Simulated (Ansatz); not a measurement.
Steps of a relaxation of `C[SiH2]OB[SiH3]` with RKS PBE0-D4/def2-TZVP.

```sh
$ ansatz run in.yaml --threads 4 --pin off --events-out ev --progress --plain --max-ram 10444MiB
```

```yaml
crystal:
  periodic: [false, false, false]
  atoms:
    - {symbol: C, position_ang: [-2.205964, 0.602140, 1.026527]}
    - {symbol: Si, position_ang: [-1.017441, 1.493407, -0.118082]}
    - {symbol: O, position_ang: [0.351740, 0.538998, -0.505841]}
    - {symbol: B, position_ang: [0.769771, -0.688291, -0.113822]}
    - {symbol: Si, position_ang: [2.523154, -1.446648, -0.828947]}
    - {symbol: H, position_ang: [-1.723861, 0.341580, 1.989707]}
    - {symbol: H, position_ang: [-2.587207, -0.331126, 0.566050]}
    - {symbol: H, position_ang: [-3.073352, 1.260414, 1.241262]}
    - {symbol: H, position_ang: [-0.476868, 2.745136, 0.509984]}
    - {symbol: H, position_ang: [-1.661337, 1.828658, -1.431680]}
    - {symbol: H, position_ang: [0.095305, -1.342093, 0.681624]}
    - {symbol: H, position_ang: [3.178185, -0.588039, -1.881094]}
    - {symbol: H, position_ang: [3.506808, -1.619706, 0.306225]}
    - {symbol: H, position_ang: [2.308167, -2.823530, -1.413013]}
basis:
  gaussian: {orbitals: def2-TZVP}
hamiltonian: {xc: pbe0, dispersion: d4}
relax: {f_tol: 0.005, max_steps: 150}
```

Positions (Å) and forces (eV/Å) along the path, 10 of 16 steps:

```xyz
14
step=1 energy=-19655.0241 eV
C    -2.206    0.602    1.027   -0.103   -0.097    0.109
Si   -1.017    1.493   -0.118    0.625   -0.465   -0.159
O     0.352    0.539   -0.506   -0.703    0.133    0.390
B     0.770   -0.688   -0.114   -0.306    0.197    0.095
Si    2.523   -1.447   -0.829    0.242   -0.119   -0.075
H    -1.724    0.342    1.990   -0.227    0.129   -0.459
H    -2.587   -0.331    0.566    0.180    0.446    0.216
H    -3.073    1.260    1.241    0.408   -0.303   -0.105
H    -0.477    2.745    0.510   -0.118   -0.273   -0.123
H    -1.661    1.829   -1.432    0.131   -0.083    0.282
H     0.095   -1.342    0.682    0.219    0.265   -0.287
H     3.178   -0.588   -1.881   -0.150   -0.175    0.224
H     3.507   -1.620    0.306   -0.221    0.048   -0.228
H     2.308   -2.824   -1.413    0.023    0.297    0.120
14
step=4 energy=-19655.0908 eV
C    -2.174    0.590    1.014    0.002    0.000   -0.001
Si   -0.997    1.471   -0.120    0.015    0.011   -0.015
O     0.338    0.544   -0.499   -0.039    0.007    0.023
B     0.755   -0.674   -0.112    0.034   -0.012   -0.018
Si    2.501   -1.435   -0.820   -0.006    0.001    0.004
H    -1.701    0.337    1.965    0.000   -0.002    0.005
H    -2.550   -0.331    0.564   -0.003   -0.005    0.001
H    -3.028    1.240    1.222   -0.003    0.003    0.000
H    -0.477    2.712    0.506   -0.001    0.003    0.000
H    -1.647    1.804   -1.412   -0.002    0.001   -0.002
H     0.084   -1.309    0.669    0.000   -0.002    0.002
H     3.147   -0.583   -1.857    0.001    0.000    0.002
H     3.463   -1.605    0.309    0.002   -0.004   -0.001
H     2.273   -2.790   -1.400    0.002   -0.002   -0.001
14
step=6 energy=-19655.0911 eV
C    -2.179    0.596    1.018   -0.005    0.000    0.003
Si   -1.000    1.468   -0.121    0.000    0.010   -0.005
O     0.333    0.538   -0.492   -0.014    0.010    0.004
B     0.760   -0.678   -0.112    0.022   -0.034    0.004
Si    2.507   -1.433   -0.824   -0.008    0.003    0.004
H    -1.709    0.349    1.972    0.000   -0.002   -0.004
H    -2.558   -0.326    0.573    0.004    0.001    0.003
H    -3.033    1.250    1.220    0.001    0.000    0.000
H    -0.480    2.713    0.498    0.000    0.000    0.001
H    -1.648    1.795   -1.415   -0.001   -0.002   -0.001
H     0.096   -1.323    0.668   -0.004    0.014   -0.005
H     3.160   -0.576   -1.851    0.002    0.002   -0.001
H     3.463   -1.618    0.308    0.002   -0.001    0.000
H     2.276   -2.783   -1.415    0.001   -0.001   -0.003
14
step=7 energy=-19655.0911 eV
C    -2.180    0.599    1.019   -0.005    0.003    0.002
Si   -1.001    1.468   -0.122    0.000   -0.003    0.000
O     0.332    0.536   -0.489    0.001    0.010   -0.005
B     0.760   -0.681   -0.111    0.001   -0.016    0.005
Si    2.508   -1.433   -0.824    0.004   -0.002    0.001
H    -1.710    0.353    1.974    0.001    0.000   -0.001
H    -2.559   -0.325    0.577    0.001    0.001    0.000
H    -3.034    1.252    1.220    0.001   -0.002    0.001
H    -0.481    2.714    0.494   -0.001    0.001   -0.003
H    -1.649    1.790   -1.417    0.000    0.001    0.001
H     0.096   -1.325    0.668    0.002    0.004   -0.003
H     3.165   -0.572   -1.846   -0.003    0.004    0.001
H     3.464   -1.625    0.307   -0.001   -0.001    0.001
H     2.277   -2.780   -1.423   -0.001    0.000    0.000
14
step=8 energy=-19655.0912 eV
C    -2.181    0.601    1.021   -0.001    0.005   -0.001
Si   -1.002    1.466   -0.124    0.004   -0.008   -0.001
O     0.331    0.532   -0.487    0.006    0.013   -0.010
B     0.761   -0.684   -0.109   -0.012   -0.006    0.012
Si    2.509   -1.433   -0.823   -0.002    0.004   -0.002
H    -1.709    0.359    1.976    0.001    0.000    0.003
H    -2.558   -0.325    0.582   -0.001   -0.002   -0.001
H    -3.035    1.255    1.221    0.001   -0.002    0.000
H    -0.481    2.715    0.486    0.000    0.000    0.001
H    -1.649    1.783   -1.420   -0.002   -0.001    0.000
H     0.096   -1.328    0.670    0.002   -0.004    0.001
H     3.165   -0.560   -1.836    0.003   -0.005    0.003
H     3.463   -1.636    0.308   -0.001    0.000   -0.004
H     2.277   -2.774   -1.436    0.002    0.004    0.000
14
step=9 energy=-19655.0912 eV
C    -2.180    0.602    1.022    0.002    0.002   -0.001
Si   -1.002    1.465   -0.125   -0.001   -0.003    0.001
O     0.330    0.530   -0.487    0.005    0.010   -0.007
B     0.760   -0.686   -0.107   -0.007   -0.002    0.006
Si    2.509   -1.432   -0.822    0.007   -0.002   -0.003
H    -1.707    0.363    1.977    0.001    0.000    0.003
H    -2.558   -0.325    0.586   -0.002   -0.002    0.000
H    -3.035    1.256    1.221    0.001    0.000    0.000
H    -0.482    2.715    0.481    0.001    0.000    0.001
H    -1.651    1.779   -1.422   -0.001   -0.002   -0.001
H     0.095   -1.330    0.671    0.001   -0.003    0.001
H     3.168   -0.555   -1.829   -0.001   -0.002    0.003
H     3.461   -1.643    0.308   -0.003    0.000   -0.001
H     2.278   -2.769   -1.444   -0.001    0.003    0.000
14
step=11 energy=-19655.0913 eV
C    -2.177    0.606    1.028    0.006   -0.008    0.001
Si   -1.005    1.461   -0.132   -0.009    0.005    0.003
O     0.329    0.528   -0.489    0.005   -0.011    0.004
B     0.758   -0.687   -0.106    0.009    0.006   -0.010
Si    2.510   -1.430   -0.819    0.010   -0.008   -0.003
H    -1.699    0.377    1.983   -0.002    0.000   -0.003
H    -2.554   -0.326    0.602    0.001    0.002    0.002
H    -3.032    1.259    1.225   -0.004    0.005    0.000
H    -0.487    2.719    0.460   -0.001    0.000   -0.001
H    -1.660    1.759   -1.430    0.000    0.000    0.001
H     0.093   -1.332    0.671   -0.004    0.003    0.001
H     3.186   -0.534   -1.798   -0.004   -0.003    0.005
H     3.450   -1.679    0.313   -0.006    0.002   -0.003
H     2.274   -2.749   -1.478   -0.002    0.007    0.003
14
step=12 energy=-19655.0914 eV
C    -2.174    0.607    1.032    0.006   -0.010    0.001
Si   -1.008    1.458   -0.137   -0.010    0.010    0.002
O     0.329    0.529   -0.491    0.004   -0.012    0.005
B     0.759   -0.686   -0.107    0.008    0.010   -0.013
Si    2.511   -1.430   -0.818    0.010   -0.010    0.000
H    -1.694    0.385    1.987   -0.003    0.001   -0.006
H    -2.550   -0.329    0.612    0.003    0.005    0.003
H    -3.030    1.259    1.227   -0.003    0.003    0.000
H    -0.493    2.722    0.447   -0.001   -0.003   -0.001
H    -1.667    1.748   -1.435    0.001   -0.002    0.002
H     0.092   -1.331    0.669   -0.002    0.001    0.001
H     3.201   -0.524   -1.779   -0.007   -0.008    0.009
H     3.441   -1.701    0.318   -0.009    0.002   -0.011
H     2.269   -2.737   -1.497    0.002    0.013    0.007
14
step=14 energy=-19655.0914 eV
C    -2.170    0.607    1.035   -0.001    0.002   -0.001
Si   -1.012    1.458   -0.140   -0.002    0.001    0.001
O     0.329    0.533   -0.494    0.003    0.001    0.000
B     0.760   -0.681   -0.110   -0.006   -0.001   -0.003
Si    2.512   -1.429   -0.817    0.010   -0.005    0.000
H    -1.686    0.391    1.990    0.000    0.001   -0.002
H    -2.544   -0.332    0.621    0.001    0.002    0.000
H    -3.028    1.257    1.230    0.001   -0.002    0.000
H    -0.501    2.727    0.436   -0.001   -0.002   -0.001
H    -1.675    1.739   -1.438    0.000   -0.001    0.002
H     0.092   -1.327    0.664    0.002   -0.001    0.001
H     3.217   -0.520   -1.762   -0.005   -0.005    0.006
H     3.430   -1.723    0.323   -0.005    0.002   -0.008
H     2.263   -2.727   -1.512    0.001    0.009    0.004
14
step=16 energy=-19655.0914 eV
C    -2.169    0.607    1.037    0.000    0.001    0.000
Si   -1.012    1.458   -0.142    0.000   -0.001    0.001
O     0.330    0.534   -0.494    0.000    0.002    0.000
B     0.760   -0.681   -0.110   -0.001   -0.004    0.001
Si    2.512   -1.429   -0.815    0.001    0.002   -0.001
H    -1.683    0.394    1.992    0.000    0.000    0.000
H    -2.541   -0.333    0.625    0.000   -0.001    0.000
H    -3.028    1.256    1.231    0.000    0.000    0.000
H    -0.503    2.728    0.431    0.000    0.000   -0.001
H    -1.678    1.734   -1.439    0.000    0.000    0.000
H     0.090   -1.328    0.662    0.000    0.001    0.000
H     3.221   -0.516   -1.754    0.001    0.001   -0.001
H     3.426   -1.731    0.324    0.000    0.000    0.001
H     2.262   -2.722   -1.519   -0.001   -0.001    0.000
```

Run time 52 s (4 threads of an Arm Neoverse V2 on a shared host); peak host memory 0.63 GiB.
